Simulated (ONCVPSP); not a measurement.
**Sb (Z = 51), ONCV: configuration errors across variants**

```json
{
 "Element": "antimony",
 "Generator": "ONCVPSP 4.0.1",
 "Type": "optimised norm-conserving Vanderbilt (ONCV)",
 "Functional": "PBE",
 "Relativity": "scalar-relativistic",
 "Frozen core": "[Kr] 4d10",
 "Valence charge": "5",
 "Reference configuration": "5s2 5p3",
 "Partial waves": "5s: rc 2.00 bohr, ncon 4, nbas 8, qcut 3.3 1/bohr, 2 projectors, debl 2.1 Ha; 5p: rc 2.00 bohr, ncon 4, nbas 9, qcut 4.2 1/bohr, local",
 "Local potential": "the p channel",
 "Core correction": "polynomial model core, fcfact 0.6"
}
```

All-electron excitation energies from the reference (eV): (1) 5s2 5p2 8.317; (2) 5s2 5p1 24.286; (3) 5s2 5p0 48.699; (4) 5s2 5p2.5 3.262.

2 further variants failed, have other tests or too few solved ones, and are left out.

Errors AE − PS in meV (a dash: test not solved or not reliable):

```
    change   (1)  (2)   (3)   (4)  bound ghosts  GHOST(+) flags above zero
      base  -5.7  -38  -145  -1.3          none                       none
 s: rc 2.3  -5.5  -37  -137  -1.3          none                       none
 s: rc 2.6  -5.1  -33  -122  -1.3          none                       none
s: rc 2.84  -4.5  -28  -103  -1.2          none                       none
```

(1) Give the same row for: s: rc 2.08.

Answers

(1) -5.7, -38, -144, -1.3; bound ghosts: none; GHOST(+) flags above zero: none.
